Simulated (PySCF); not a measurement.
WH4, SMILES [WH4] (connectivity only; charge and spin as stated), neutral, multiplicity 3.

Geometry: PBE0-D3(BJ)/def2-TZVPD. The spin state was assumed, not searched. The def2 effective core potentials stand for the cores of W; spin–orbit coupling is left out.

All values below come from PBE0-D3(BJ)/def2-TZVPD in PySCF.

Frequencies are harmonic and unscaled.

Modes within 1.5 cm⁻¹ of each other (mostly degenerate sets) share a row, with their intensities summed.

Question: Give all harmonic wavenumbers and intensities. (An estimate is asked for; the answer gives what the named calculation found.)

Answer: 
```
mode  ν (cm⁻¹)  IR (km/mol)  moving atoms (share of kinetic energy)
----  --------  -----------  --------------------------------------
1–3        587        320.7                                  H 99 %
4–5        691          0.0                                 H 100 %
6–8       1982        648.0                                  H 99 %
9         2025          0.0                                 H 100 %
```
